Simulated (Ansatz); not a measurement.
Program: Ansatz. Geometries: PBE0-D4/def2-TZVP. ΔE: electronic, gas phase. CBS: MP2 limit from def2 TZ/QZ plus the TZ coupled-cluster correction, frozen cores. DFT in def2-TZVPP. B3LYP here is the variant with VWN-RPA as its local correlation; programs differ in this. def2 core potentials past Kr. For Br, In outer-core shells are correlated without core-valence functions, which leaves a few kJ/mol of doubt a bond. Scalar relativity is left out up to krypton. Each species was taken in one conformer, which may not be the lowest.

`C=[C]([SiH3])[InH2]` + `CO[SiH](O)Br` → `CO[SiH](Br)O[SiH3]` + `C=[CH][InH2]`  (ligand exchange at the Si–C bond)

```csv
level,ΔE (kJ/mol),difference from CCSD(T)/CBS
PBE-D4,-79.9,15.0
r2SCAN-D4,-92.8,2.1
PBE0-D4,-86.7,8.2
B3LYP-D4,-98.6,-3.7
ωB97X-V,-96.9,-2.0
ωB97M-V,-95.7,-0.8
B2PLYP,-99.2,-4.3
r2SCAN,-92.6,2.3
PBE0,-87.0,7.9
HF/def2-TZVPP,-120.4,-25.5
MP2/def2-TZVPP,-94.2,0.7
SCS-MP2/def2-TZVPP,-100.1,-5.2
MP2/def2-QZVPP,-94.4,0.5
SCS-MP2/def2-QZVPP,-100.4,-5.5
HF/CBS(def2),-122.7,-27.8
CCSD/CBS(def2),-99.4,-4.5
CCSD(T)/CBS,-94.9,0
```

Largest T1 diagnostic among the species: 0.014.

In def2-TZVPP, CCSD(T) changes the Hartree–Fock value by +24.6 kJ/mol (the triples alone add +4.4 kJ/mol) and MP2 by +26.2 kJ/mol. From PBE to PBE0 (25 % exact exchange), in def2-TZVPP and without D4, ΔE moves by −6.5 kJ/mol.
